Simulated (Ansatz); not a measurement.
The cluster Ge6Bi⁺. Total charge 1; singlet. Geometry PBE-D4/def2-SVP, basis def2-TZVP, Ansatz.

```tsv
atom	x (Å)	y (Å)	z (Å)
Bi1	-0.072	-1.888	0.933
Ge2	-0.032	1.953	-0.469
Ge3	-2.109	-0.486	-1.295
Ge4	0.353	-0.506	-1.539
Ge5	2.494	-0.188	-0.341
Ge6	1.116	0.650	1.651
Ge7	-1.750	0.465	1.060
```

| run | HOMO (eV) | LUMO (eV) |
| --- | --- | --- |
| A | -8.85 | -7.74 |
| B | -9.09 | -7.78 |
| C | -9.28 | -8.02 |
| D | -9.77 | -7.42 |

In the def2 sets Bi takes a core potential; there is no spin–orbit coupling. Another isomer (singlet) lies 1.33 eV lower at PBE0-D4/def2-TZVP; other spin states weren't run for this one.

Problem. The runs used B97M-V, BLYP, PBE0, r2SCAN. Estimate which is which.

Solution. A BLYP (0 % exact exchange); B B97M-V (0 % exact exchange); C r2SCAN (0 % exact exchange); D PBE0 (25 % exact exchange). Exact exchange lowers occupied and raises empty levels; among semilocal functionals meta-GGAs tend to open the gap a little, and such runs are hard to tell apart. The gap grows from 1.11 eV (BLYP) to 2.35 eV (PBE0). The restricted singlet is unstable towards broken spin symmetry in Hartree–Fock (as tested in another run); at BLYP-D4/def2-TZVP, B97M-V/def2-TZVP, r2SCAN-D4/def2-TZVP, PBE0-D4/def2-TZVP this wasn't settled.
